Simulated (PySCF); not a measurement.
Predicted microwave data (PBE0/pcSseg-1 in PySCF (dipole) on a GFN2-xTB geometry, gas phase) for one isomer of C8H12F2O:

| Property | Result |
| --- | --- |
| Rotational constants | A = 2273, B = 575.4, C = 555.6 MHz |
| Dipole components | \|μa\| = 3.18 D, \|μb\| = 0.66 D, \|μc\| = 0.06 D |
| Inertial defect | -191.02 u·Å² |
| κ | -0.98 |

Question: Which candidate fits, each taken in the one conformer that was computed?
A. `[CH3:1]/[C:2]([C:3](=[O:4])[F:5])=[C:6](/[F:7])[C:8]([CH3:9])([CH3:10])[CH3:11]` with C1–C2–C3–O4 -13°
B. `[CH3:1][CH2:2][C@@H:3]1[CH2:4][C@H:5]([CH:6]([F:7])[F:8])[C@@H:9]2[O:10][C@H:11]12` with C1–C2–C3–C4 -64°, C4–C5–C6–F7 176°, C2–C3–C4–C5 -150°, C3–C4–C5–C6 148°, C4–C5–C9–O10 47°, C5–C9–O10–C11 -98°
C. `[CH3:1][O:2][C:3]1=[C:4]([F:5])[C@H:6]([F:7])[CH2:8][CH2:9][CH2:10][CH2:11]1` with C1–O2–C3–C4 3°, C3–C4–C6–F7 61°, C4–C6–C8–C9 76°, C6–C8–C9–C10 -65°, C8–C9–C10–C11 68°
D. `[CH3:1][CH:2]([CH3:3])[C@H:4]1[CH2:5][C@:6]([F:7])([C:8](=[O:9])[F:10])[CH2:11]1` with C1–C2–C4–C5 -170°, C5–C6–C8–O9 -65°, C2–C4–C5–C6 133°, C4–C5–C6–F7 -130°, C5–C6–C11–C4 12°, C2–C4–C11–C6 -133°
E. `[CH3:1][O:2][C@@H:3]1[C@@H:4]2[CH2:5][C@@H:6]([F:7])[CH2:8][C@@:9]1([F:10])[CH2:11]2` with C1–O2–C3–C4 -86°
F. `[CH3:1][CH2:2][C@@H:3]1[C@H:4]([CH3:5])[CH2:6][C@:7]1([F:8])[C:9](=[O:10])[F:11]` with C1–C2–C3–C4 175°, C6–C7–C9–O10 -43°, C2–C3–C4–C5 -17°, C3–C4–C6–C7 10°, C4–C6–C7–F8 -125°, C2–C3–C7–C6 135°

Answer: D. It is CC(C)[C@H]1C[C@](F)(C(=O)F)C1, a near-prolate asymmetric top, point group C1. The candidates at the same level (rigid rotor, commonest isotopes):

| SMILES | A (MHz) | B (MHz) | C (MHz) | μa (D) | μb (D) | μc (D) | Δ (u·Å²) | point group | rotor |
| --- | --- | --- | --- | --- | --- | --- | --- | --- | --- |
| CO[C@@H]1[C@@H]2C[C@@H](F)C[C@@]1(F)C2 | 1522 | 1011 | 803.6 | 2.10 | 2.19 | 0.94 | -202.95 | C1 | asymmetric top |
| CC(C)[C@H]1C[C@](F)(C(=O)F)C1 | 2273 | 575.4 | 555.6 | 3.18 | 0.66 | 0.06 | -191.02 | C1 | near-prolate asymmetric top |
| C/C(C(=O)F)=C(/F)C(C)(C)C | 1858 | 749.6 | 611.1 | 4.81 | 1.62 | 0.23 | -119.35 | C1 | asymmetric top |
| CC[C@@H]1[C@H](C)C[C@]1(F)C(=O)F | 1304 | 1011 | 880.1 | 2.66 | 0.46 | 1.17 | -313.13 | C1 | asymmetric top |
| CC[C@@H]1C[C@H](C(F)F)[C@@H]2O[C@H]12 | 1977 | 680.9 | 549.4 | 2.46 | 0.40 | 1.36 | -77.97 | C1 | asymmetric top |
| COC1=C(F)[C@H](F)CCCC1 | 1623 | 906.4 | 698.6 | 0.05 | 0.74 | 1.37 | -145.47 | C1 | asymmetric top |

`C/C(C(=O)F)=C(/F)C(C)(C)C` has B 30 % too high; `COC1=C(F)[C@H](F)CCCC1` has B 58 % too high; `CO[C@@H]1[C@@H]2C[C@@H](F)C[C@@]1(F)C2` has B 76 % too high; `CC[C@@H]1[C@H](C)C[C@]1(F)C(=O)F` has B 76 % too high; `CC[C@@H]1C[C@H](C(F)F)[C@@H]2O[C@H]12` has B 18 % too high. No structure here is proved a minimum.
